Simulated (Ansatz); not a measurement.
Species: C3H5O2, net charge 0, doublet state. It need not be the lowest isomer of its formula. SMILES: C[CH]OC=O
Geometry from a B3LYP-D3(BJ)/def2-TZVP (Ansatz, an electronic-structure program) optimisation:
```
C
O 1 1.3735
C 2 1.3557 1 119.07
O 3 1.1967 2 125.61 1 1.13
H 1 1.0782 2 116.53 3 -8.06
H 3 1.0955 4 125.86 2 179.98
C 1 1.4741 5 126.00 2 161.96
H 7 1.0897 1 110.02 5 25.96
H 7 1.0939 8 108.52 1 -122.11
H 7 1.0995 8 107.74 9 -115.36
```
Charge 0, spin multiplicity 2.

Wanted: atomisation energy (electronic, to ground-state atoms), in kcal/mol. Correlated levels leave the core frozen unless marked. Open shells are spin-unrestricted. Spin-orbit coupling is left out. Non-relativistic. The coupled-cluster limit lacks core correlation, which all-electron functionals hold. CBS(X,Y): correlation extrapolated as X^-3; Hartree-Fock from the larger set. [CCSD(T)-MP2]/basis is that difference in the basis named.

```json
[
 {"level": "B3LYP-D4/def2-TZVPD", "program": "Ansatz + dftd4", "atomisation energy (kcal/mol)": "979.9"},
 {"level": "r2SCANh-D4/def2-TZVPD", "program": "Ansatz + dftd4", "atomisation energy (kcal/mol)": "[?]"},
 {"level": "LC-wPBE/def2-TZVPD", "program": "Ansatz", "atomisation energy (kcal/mol)": "982.4"},
 {"level": "B2PLYP-D4/def2-TZVPD", "program": "Ansatz + dftd4", "atomisation energy (kcal/mol)": "970.9"},
 {"level": "CCSD/STO-3G", "program": "Ansatz", "atomisation energy (kcal/mol)": "906.1"},
 {"level": "CCSD/6-31G*", "program": "Ansatz", "atomisation energy (kcal/mol)": "[?]"},
 {"level": "RI-MP2/CBS(cc-pVTZ,cc-pVQZ)+[CCSD(T)-MP2]/cc-pVTZ", "program": "Ansatz", "atomisation energy (kcal/mol)": "976.3"}
]
```

Problem. Fill in the missing entries.

Solution. 
- r2SCANh-D4/def2-TZVPD, atomisation energy (kcal/mol): 978.4
- CCSD/6-31G*, atomisation energy (kcal/mol): 883.6
